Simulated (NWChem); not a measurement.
Molecule: CH3BrOSi, singlet; SMILES CO[Si]Br

```xyz
7

Si     1.2281    -0.6015    -0.0006
Br    -0.1758     1.2452     0.0006
O      0.1640    -1.8833     0.0000
C     -1.2428    -2.0691     0.0016
H     -1.7824    -1.0982    -0.0022
H     -1.5327    -2.6547    -0.8951
H     -1.5319    -2.6469     0.9037
```
Atoms are numbered in this order, from 1.

Results from NWChem. Pople sets run with spherical d functions. Low-valent species are run as closed-shell singlets; no triplet was tried in these runs. Structure relaxed at the PBE-D3(BJ)/def2-SVP level. Level: PBE0/6-31G* with SMD (1 M gas to 1 M solution), gas-phase geometry. Reactions with the solvent are ignored.

For solvent water:

```
Item                                         Value
-------------------------------------------  -----
solvation free energy (kcal/mol)              -1.5
cavity-dispersion-structure term (kcal/mol)    1.4
```

### Question
What are these values for solvent chloroform?

### Answer
The solvation free energy (kcal/mol) is -4.1. The cavity-dispersion-structure term (kcal/mol) is -2.1.
